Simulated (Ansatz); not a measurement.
`[OH][Sn][O][SiH3]` + `O[SiH3]` → `[SiH3][O][Sn][O][SiH3]` + H₂O  (ligand exchange at the Sn–O bond)

Program: Ansatz. Geometries: PBE0-D4/def2-TZVP. ΔE: electronic, gas phase. CCSD(T)/CBS adds triple-zeta CCSD(T) − MP2 to the extrapolated MP2 energy (def2 sets, frozen cores). This one scheme is used for every species. Functionals use def2-TZVPP. Elements past krypton have def2 core potentials. For Sn outer-core shells are correlated without core-valence functions, which leaves a few kJ/mol of doubt a bond. One conformer a species, not always the lowest.

`[OH][Sn][O][SiH3]`:

Z-matrix (Å, degrees):
```
Si
O 1 1.628
H 1 1.488 2 110.6
H 1 1.488 2 110.7 3 -120.9
H 1 1.497 2 111.3 3 119.6
Sn 2 1.989 1 141.7 3 -121.2
O 6 1.971 2 97.6 1 -0.0
H 7 0.963 6 116.4 2 0.2
```

`O[SiH3]`:

Z-matrix (Å, degrees):
```
Si
O 1 1.648
H 1 1.489 2 111.7
H 1 1.489 2 111.7 3 120.9
H 1 1.481 2 105.9 3 -119.6
H 2 0.957 1 117.9 3 -60.5
```

`[SiH3][O][Sn][O][SiH3]`:

Z-matrix (Å, degrees):
```
Si
O 1 1.633
H 1 1.490 2 111.2
H 1 1.488 2 110.7 3 -120.6
H 1 1.488 2 109.5 3 119.6
Sn 2 1.972 1 147.5 3 28.0
O 6 1.972 2 98.4 1 9.8
Si 7 1.633 6 148.4 2 10.1
H 8 1.488 7 109.5 6 146.6
H 8 1.488 7 110.7 6 -93.6
H 8 1.490 7 111.2 6 27.0
```

H₂O:

Cartesian coordinates in Å:
```
O 0.209 0.108 -0.310
H -0.405 -0.627 -0.247
H 0.196 0.519 0.557
```

```json
{"level": "r2SCAN-D4", "ΔE (kJ/mol)": "-15.2"}
{"level": "ωB97X-V", "ΔE (kJ/mol)": "-17.4"}
{"level": "PBE", "ΔE (kJ/mol)": "-7.8"}
{"level": "HF/CBS(def2)", "ΔE (kJ/mol)": "-21.5"}
```

Task: What does CCSD(T)/CBS give? (Estimate.)

Result: Ansatz gave: -23.3 kJ/mol. The listed levels differ from it by 8.1, 5.9, 15.5, 1.8 kJ/mol.

Largest T1 diagnostic among the species: 0.016.

At CCSD(T), def2-SVP lies −3.2 kJ/mol from the extrapolated value and def2-TZVPP +2.3 kJ/mol. Leaving LDA and LC-ωPBE aside and taking each functional with its dispersion term where it has one, the values, not all of them listed here, spread over 12.7 kJ/mol, from BHLYP-D4 to B2PLYP. From BLYP to BHLYP (50 % exact exchange), in def2-TZVPP and without D4, ΔE moves by −9.3 kJ/mol.
